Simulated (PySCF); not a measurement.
Si(Cl)2(F)(GeH3) (Cl2FGeH3Si), SMILES F[Si](Cl)(Cl)[GeH3].

Geometry optimised at B3LYP-D3(BJ)/def2-SVP. This is a generated structure with no PubChem entry under its InChIKey; it may be hypothetical.

Method: B3LYP-D3(BJ)/def2-SVP in PySCF.

Frequencies are harmonic and unscaled.

```json
[
 {"mode": "1", "ν (cm⁻¹)": "91", "IR (km/mol)": "0.6", "Raman (Å⁴/amu)": "1.2", "depolarisation": "0.75", "moving atoms (share of kinetic energy)": "Cl 55 %, H 19 %, Ge 15 %"},
 {"mode": "2", "ν (cm⁻¹)": "97", "IR (km/mol)": "0.0", "Raman (Å⁴/amu)": "0.2", "depolarisation": "0.75", "moving atoms (share of kinetic energy)": "H 85 %, Cl 9 %"},
 {"mode": "3", "ν (cm⁻¹)": "110", "IR (km/mol)": "0.8", "Raman (Å⁴/amu)": "1.2", "depolarisation": "0.63", "moving atoms (share of kinetic energy)": "Cl 41 %, F 30 %, Ge 15 %, Si 8 %"},
 {"mode": "4", "ν (cm⁻¹)": "180", "IR (km/mol)": "6.5", "Raman (Å⁴/amu)": "2.4", "depolarisation": "0.75", "moving atoms (share of kinetic energy)": "Cl 60 %, Si 19 %, F 12 %"},
 {"mode": "5", "ν (cm⁻¹)": "198", "IR (km/mol)": "16.4", "Raman (Å⁴/amu)": "4.4", "depolarisation": "0.30", "moving atoms (share of kinetic energy)": "F 43 %, Ge 36 %, Cl 19 %"},
 {"mode": "6", "ν (cm⁻¹)": "242", "IR (km/mol)": "10.1", "Raman (Å⁴/amu)": "1.3", "depolarisation": "0.75", "moving atoms (share of kinetic energy)": "F 59 %, Cl 32 %"},
 {"mode": "7", "ν (cm⁻¹)": "358", "IR (km/mol)": "4.2", "Raman (Å⁴/amu)": "10.4", "depolarisation": "0.03", "moving atoms (share of kinetic energy)": "Cl 44 %, Si 26 %, F 19 %, Ge 10 %"},
 {"mode": "8", "ν (cm⁻¹)": "474", "IR (km/mol)": "28.6", "Raman (Å⁴/amu)": "9.3", "depolarisation": "0.75", "moving atoms (share of kinetic energy)": "H 85 %, Cl 9 %"},
 {"mode": "9", "ν (cm⁻¹)": "479", "IR (km/mol)": "19.3", "Raman (Å⁴/amu)": "6.7", "depolarisation": "0.73", "moving atoms (share of kinetic energy)": "H 85 %"},
 {"mode": "10", "ν (cm⁻¹)": "568", "IR (km/mol)": "167.3", "Raman (Å⁴/amu)": "1.6", "depolarisation": "0.42", "moving atoms (share of kinetic energy)": "Si 66 %, Cl 25 %"},
 {"mode": "11", "ν (cm⁻¹)": "609", "IR (km/mol)": "145.4", "Raman (Å⁴/amu)": "1.6", "depolarisation": "0.75", "moving atoms (share of kinetic energy)": "Si 66 %, Cl 28 %"},
 {"mode": "12", "ν (cm⁻¹)": "795", "IR (km/mol)": "162.1", "Raman (Å⁴/amu)": "12.0", "depolarisation": "0.53", "moving atoms (share of kinetic energy)": "H 95 %"},
 {"mode": "13", "ν (cm⁻¹)": "874", "IR (km/mol)": "7.9", "Raman (Å⁴/amu)": "26.2", "depolarisation": "0.75", "moving atoms (share of kinetic energy)": "H 91 %"},
 {"mode": "14", "ν (cm⁻¹)": "878", "IR (km/mol)": "39.4", "Raman (Å⁴/amu)": "25.4", "depolarisation": "0.75", "moving atoms (share of kinetic energy)": "H 99 %"},
 {"mode": "15", "ν (cm⁻¹)": "907", "IR (km/mol)": "130.1", "Raman (Å⁴/amu)": "3.2", "depolarisation": "0.46", "moving atoms (share of kinetic energy)": "F 50 %, Si 41 %, H 8 %"},
 {"mode": "16", "ν (cm⁻¹)": "2138", "IR (km/mol)": "48.6", "Raman (Å⁴/amu)": "297.5", "depolarisation": "0.01", "moving atoms (share of kinetic energy)": "H 100 %"},
 {"mode": "17", "ν (cm⁻¹)": "2150", "IR (km/mol)": "90.7", "Raman (Å⁴/amu)": "137.4", "depolarisation": "0.75", "moving atoms (share of kinetic energy)": "H 98 %"},
 {"mode": "18", "ν (cm⁻¹)": "2151", "IR (km/mol)": "86.0", "Raman (Å⁴/amu)": "112.0", "depolarisation": "0.74", "moving atoms (share of kinetic energy)": "H 98 %"}
]
```
